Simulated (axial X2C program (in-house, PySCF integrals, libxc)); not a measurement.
**Low determinants of WCl⁻ at the PBE0 level, 2c**

Calculated with an in-house relativistic program for diatomic molecules. Two-component (2c) means X2C with spin–orbit coupling and atomic mean-field two-electron Coulomb and Gaunt terms. Basis: W dyall-acv3z [14s15p10d7f4g], Cl dyall-av3z [9s8p3d2f] (cores contracted in-house); Gaussian nuclei, density fitting, unrestricted open shells. Masses: W 183.951 u, Cl 34.969 u.

Search at 2.360 Å (vertical energies from the lowest determinant):

```
ΔE (eV)  state  electrons beyond evenly filled partner blocks  electrons in ±ω = 1/2, 3/2, 5/2, 7/2
   0.00  Ω = 2                              ω = -1/2, ω = 5/2                             55 26 9 2
   0.14  Ω = 3                               ω = 1/2, ω = 5/2                             55 26 9 2
   0.61  Ω = 1                              ω = -3/2, ω = 5/2                             56 25 9 2
   1.04  Ω = 1                              ω = -1/2, ω = 3/2                             55 27 8 2
   1.19  Ω = 0                                           none                             56 26 8 2
   1.20  Ω = 4                               ω = 3/2, ω = 5/2                             54 27 9 2
   1.29  Ω = 4                               ω = 3/2, ω = 5/2                             56 25 9 2
```

Lowest determinant, Ω = 2 (⟨Sz⟩ = 1.96, ⟨Lz⟩ = 0.04 at PBE0): Re = 2.348 Å, ωe = 302.5 cm⁻¹.

The determinant in row 2 of the search, Ω = 3 (⟨Sz⟩ = 2.95, ⟨Lz⟩ = 0.05 at PBE0), was followed along the bond at PBE0; measured from the minimum of the lowest determinant it gives:

Te = 0.115 eV (929 cm⁻¹), Re = 2.441 Å, ωe = 246.3 cm⁻¹.

(1) Compare the bond of the determinant in row 2 with that of the lowest one.

The search compares states at one distance, so a state with another bond length can lie lower; it is not exhaustive and yields mostly the lowest determinant of each block pattern, so other components and higher states of one pattern are missing. These are energies of single determinants, not of spin-adapted states; PBE0 term energies can be off by some tenths of an eV, and the functional has no current term. Open-shell Ω = 0 determinants with evenly filled partner blocks cannot be reached by this program, so the Ω shown need not be the lowest component. The lowest determinant need not be the ground state where others lie within half an eV. For an anion, determinants above electron detachment are held by the basis set. The highest occupied level of some functionals is positive through self-interaction error; at Hartree–Fock it is bound. Row 1 has a positive highest level at its minimum. Row 2 has a positive highest level at its minimum.

Results:

(1) At PBE0 its Re is 0.093 Å longer and its force constant, which goes as ωe², is 0.66 times that of the lowest determinant. T0 ≈ Te + Δωe/2 = 929 + (-28) = 901 cm⁻¹.
